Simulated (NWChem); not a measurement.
System: ZrNH2Cl3; SMILES [NH2][Zr]([Cl])([Cl])[Cl]

```xyz
7

Zr    -0.0223    -0.0172     0.1650
Cl     2.1657     0.5582    -0.4743
Cl    -1.4729     1.6865    -0.5412
Cl    -0.5871    -2.1646    -0.5816
N     -0.0980    -0.0712     2.1520
H     -0.1100     0.7422     2.7664
H     -0.1109    -0.9171     2.7207
```
Atoms are numbered in this order, from 1.

Computed with NWChem. Medium grid unless said otherwise, to which SCAN and Minnesota functionals are sensitive. The geometry was optimised at PBE0/def2-SVP. No frequency run checked for a minimum. def2 effective core potentials on Zr; no spin-orbit coupling. Total energies of different functionals are on different scales.

| level | energy (Ha) | highest occupied level (eV) | orbital gap (eV) | dipole (D) |
|---|---|---|---|---|
| B3LYP/def2-SVP | -1483.4803 | -8.01 | 5.78 | 3.01 |
| PBE/def2-SVP | -1482.8035 | -6.90 | 4.02 | 3.04 |
| revPBE/def2-SVP | -1483.1871 | -6.87 | 4.03 | 3.05 |
| RPBE/def2-SVP | -1483.3239 | -6.86 | 4.03 | 3.04 |
| SCAN/def2-SVP | -1483.5362 | -7.30 | 4.49 | 3.16 |
| MN15/def2-SVP | -1482.8852 | -9.09 | 7.47 | 3.09 |
| Hartree-Fock/def2-SVP | -1480.4644 | -11.76 | 13.37 | 3.06 |
| N12/def2-SVP | -1483.3873 | -6.78 | 3.98 | 3.05 |
| PW91/def2-SVP | -1483.4067 | -6.96 | 4.01 | 3.03 |
